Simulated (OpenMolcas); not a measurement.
# Levels of W III by method

```yaml
Program: OpenMolcas
Basis: ANO-RCC-VTZP [8s7p5d3f2g1h]
Scalar_Hamiltonian: DKH2, point nucleus
Active_space: 4 electrons in 10 orbitals (5d 6d)
State_averaging: 2S+1 = 5 even, 5 roots; 2S+1 = 3 even, 45 roots; 2S+1 = 1 even, 50 roots
Spin-orbit_coupling: state interaction with AMFI integrals over the reference wave functions, term energies averaged over their components
```

Methods on the same reference wave functions:
A. CASSCF
B. SS-CASPT2, IPEA 0.25 Eh, imaginary shift 0.1 Eh (closed shells correlated: 5s 5p)
C. MS-CASPT2, IPEA 0.25 Eh, imaginary shift 0.1 Eh (closed shells correlated: 5s 5p)

Energies in cm⁻¹ above 5d⁴ ⁵D₀, the measured ground level; measured values from NIST levels as listed in McCann et al., Mon. Not. R. Astron. Soc. 538, 537 (2025).

```csv
Level,A,B,C,Measured
5d⁴ ⁵D₀ [68 %],0.0,0.0,0.0,0.0
5d⁴ ⁵D₁,1635,2380,2360,2256
5d⁴ ⁵D₂,3575,4710,4670,4461
5d⁴ ⁵D₃,5507,6670,6610,6278
5d⁴ ⁵D₄,7345,8250,8190,7687
5d⁴ ³P₀(1) [60 %],14599,11540,11460,9904
5d⁴ ³H₄ [58 %],15887,15280,15210,13701
5d⁴ ³H₅,18937,18540,18480,
5d⁴ ³G₃ [51 %],19187,17550,17480,
5d⁴ ³P₁(1),19370,15370,15260,
5d⁴ ³F₂(1) [74 %],20080,17170,17100,
5d⁴ ³H₆,20565,20270,20210,
5d⁴ ³P₂(1) [69 %],24235,20060,19870,
5d⁴ ³F₃(1) [54 %],24938,22900,22870,
5d⁴ ³G₅,26995,26010,25950,
5d⁴ ³D₃ [74 %],27667,24890,24830,
5d⁴ ¹I₆,28998,28440,28380,
5d⁴ ³D₁,30023,27250,27220,
5d⁴ ¹G₄(1) [59 %],33020,31410,31390,
5d⁴ ¹S₀(1),34591,31710,31430,
5d⁴ ¹F₃ [73 %],38204,33310,33260,
5d⁴ ³P₂(2),42530,37080,37140,
5d⁴ ³F₄(2),43655,39690,39580,
5d⁴ ³F₂(2),44647,40380,40380,
```

Deviations, from unrounded energies. A percentage is the sum of absolute deviations over the sum of measured energies, with the sign that they share, or ± where signs differ.

| Against measurement | Levels | A | B | C |
| --- | --- | --- | --- | --- |
| mean absolute deviation (cm-1) | 6 | 1600 | 750 | 700 |
| fine structure of the ground term (%) | 4 | -12.7 | +6.4 | +5.5 |
| other terms of the ground configuration (%) | 2 | +29.2 | +13.6 | +13.0 |

C lies closest to measurement on these levels and A furthest from it. The largest miss of C in the table is 5d⁴ ³P₀(1) [60 %], by +1600 cm-1. The ranking rests on the paired levels alone, and a cruder setting can come out closer through cancelling errors.

Between B and C the level of the table that moves most is 5d⁴ ¹S₀(1), by 280 cm-1 (lowest in C, highest in B). Moves below CASPT2's spread within the term are not significant.

The mean deviations of B to C differ by less than CASPT2's widest spread within a term (910 cm-1), so their order carries little weight.

From A to B the spin-free energies of the other terms of 5d⁴ shown, above ⁵D, scale by factors of 0.62 to 0.91.

The lowest spin-free term lies below A's lowest term by 0.264 hartree in B, 0.264 hartree in C.

Term energies are means over components that CASPT2 splits; among the terms shown or strongly mixed into the levels shown the widest spread is 910 cm-1 (5d⁴ ¹I, C). Over all roots computed the reference weight is 0.89 to 0.95 in B, 0.89 to 0.95 in C; the roots of lowest weight are the least certain, and an intruder state may touch them. Active for correlation alone: 6d; no level in the range computed is led by a configuration that fills it, so any true level of that kind is missing. The CASPT2 spread within a term exceeds the gap to the next term for 5d⁴ ³H and 5d⁴ ³F(1), 5d⁴ ¹D(1) and 5d⁴ ¹I, so the order of their levels is uncertain, and so are names and mixing where such terms share a J (figures for B; the like holds for C). Without dynamic correlation excited terms often stand tens of per cent too high (terms of higher spin than the ground term too low), and those without a measured partner can miss by more than the paired ones (holds for A). Some terms miss by over 15 % even with CASPT2, which points to a basis or an active space too small for the shells correlated (holds for B; C). Measured partners are found by configuration, term and J. A level has none where our copy of the source lacks it or the pairing is in doubt (some pairs that miss far off the trend of their configuration count as doubtful), and it then counts in no deviation. Levels of configurations outside the active space are missing. Levels that lie high or do not pair safely by name in every column are left out.

A share in square brackets marks a mixed level and gives the weight of the term that names it, the lowest over the columns. A number in round brackets counts repeated terms of one configuration in the order of the reference energies.
